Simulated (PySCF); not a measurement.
# Excitation energy of Ga+ by level of theory

Ga+ [Ar] 3d10 4s2 (1S) → Ga+ [Ar] 3d9 4s2 4p1 (high-spin determinant), as a difference of total energies. Calculation: PySCF 2.14, in aug-cc-pVQZ-DK (8s7p5d3f2g, 93 functions); the spin-free X2C one-electron Hamiltonian (Gaussian nucleus). The calculations carry no spin-orbit coupling.

```json
{"method": "UHF", "excitation energy (eV)": "19.255"}
{"method": "LDA", "excitation energy (eV)": "22.012"}
{"method": "PBE", "excitation energy (eV)": "21.443"}
{"method": "PBE0", "excitation energy (eV)": "21.047"}
{"method": "r2SCAN", "excitation energy (eV)": "21.053"}
{"method": "BHandHLYP", "excitation energy (eV)": "20.671"}
{"method": "wB97X-V", "excitation energy (eV)": "21.176"}
{"method": "r2SCANh", "excitation energy (eV)": "20.942"}
{"method": "TPSSh", "excitation energy (eV)": "21.012"}
```

A first-order spin-orbit estimate (lowest level to lowest level, LS coupling) adds -0.129 eV.

The upper state lies above the first ionisation limit, where it may autoionise and the basis confines it.

The determinant of the upper state mixes LS terms, which raises its energy above the lowest term, most at the Hartree-Fock and MP2 levels.
